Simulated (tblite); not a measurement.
Write Cartesian coordinates for `[H]/N=C/C(C)(C)[SiH2]CCC` as optimised with GFN2-xTB.

```
atom  x, y, z in Å
C1     3.8732   -0.4698    0.3884
C2     2.7373    0.5029    0.0959
C3     1.3786   -0.1917    0.0872
Si4   -0.0428    1.0087   -0.2681
C5    -1.7532    0.1148   -0.2115
C6    -2.8504    1.1288   -0.5290
C7    -1.7841   -1.0314   -1.2185
C8    -1.9101   -0.3856    1.1749
N9    -1.6492   -1.5757    1.4908
H10    3.7381   -0.9311    1.3643
H11    3.9017   -1.2580   -0.3607
H12    4.8312    0.0451    0.3821
H13    2.7362    1.2948    0.8473
H14    2.9053    0.9759   -0.8736
H15    1.3951   -0.9856   -0.6614
H16    1.2197   -0.6834    1.0489
H17   -0.0525    2.0985    0.7202
H18    0.0830    1.5931   -1.6110
H19   -2.8514    1.9445    0.1912
H20   -3.8295    0.6505   -0.5066
H21   -2.7021    1.5519   -1.5197
H22   -1.5539   -0.6735   -2.2198
H23   -2.7724   -1.4886   -1.2333
H24   -1.0700   -1.7975   -0.9339
H25   -2.2354    0.3856    1.8926
H26   -1.7634   -1.8006    2.4766
```

Orientation and origin are arbitrary. Atoms count from 1 in this order. Si4 (SiH2 silicon) is tetrahedral (angles from 106.7° to 111.5°). The 5 C–C bonds span 1.482 Å (C5–C8, drawn single) to 1.527 Å (C5–C6, drawn single), a spread of 0.045 Å. N9 (imine nitrogen) is bent (angle 115.4°). Of the pairs four or more bonds apart, N9···H24 is among the closest relative to their van der Waals radii: 2.50 Å, 91 % of the sum of Bondi's values.

Bonds between heavy atoms (Å): C1–C2 1.524, C2–C3 1.526, C3–Si4 1.894, Si4–C5 1.931, C5–C6 1.527, C5–C7 1.526, C5–C8 1.482, C8=N9 1.259.

Structure optimised with GFN2-xTB, isolated species.

Point group: C1 (no symmetry element, even within 0.4 Å). Its GFN2-xTB frequencies are all real (lowest 24 cm⁻¹). The numbers are those of one conformer (C1–C2–C3–Si4 180°, C2–C3–Si4–C5 -178°, C3–Si4–C5–C6 -179°, Si4–C5–C8–N9 -98°). 3 starts were optimised and ended at 0.00, 1.30 and 3.19 kcal/mol (GFN2-xTB); the lowest of these is shown.

All values are computed, not measured.
